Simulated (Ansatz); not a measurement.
ammonium (SMILES [NH4+]) moved off its minimum; all values from Ansatz (an electronic-structure program), cores frozen in correlated methods.
(charge 1, multiplicity 1)
```xyz
5

N      0.05610     0.10098     0.00730
H     -0.64790    -0.18876    -0.76648
H      0.16869     1.02891    -0.01105
H     -0.34778    -0.29756     0.99844
H      0.96859    -0.52197    -0.25069
```

```tsv
level	largest force (eV/Å)	on atom	rms difference from CCSD(T)/aug-cc-pVTZ (eV/Å)	dipole (D)
HF/def2-TZVPP	9.65	N1	0.375	-
PBE/def2-TZVPP	9.09	N1	0.155	-
r2SCAN/def2-TZVPP	9.16	N1	0.023	-
B3LYP/def2-TZVPP	9.14	N1	0.022	-
wB97M-V/def2-TZVPP	9.20	N1	0.036	-
MP2/aug-cc-pVTZ	9.24	N1	0.038	-
CCSD(T)/aug-cc-pVTZ	9.19	N1	0.000	-
```

The differences count from one level among others, with limits of its own. Forces at CCSD(T)/aug-cc-pVTZ (eV/Å):

```json
[
 {"atom": "N1", "Fx": "-1.018", "Fy": "-9.129", "Fz": "0.270"},
 {"atom": "H2", "Fx": "1.114", "Fy": "0.687", "Fz": "1.587"},
 {"atom": "H3", "Fx": "0.969", "Fy": "4.730", "Fz": "0.133"},
 {"atom": "H4", "Fx": "1.239", "Fy": "1.458", "Fz": "-2.933"},
 {"atom": "H5", "Fx": "-2.303", "Fy": "2.254", "Fz": "0.943"}
]
```
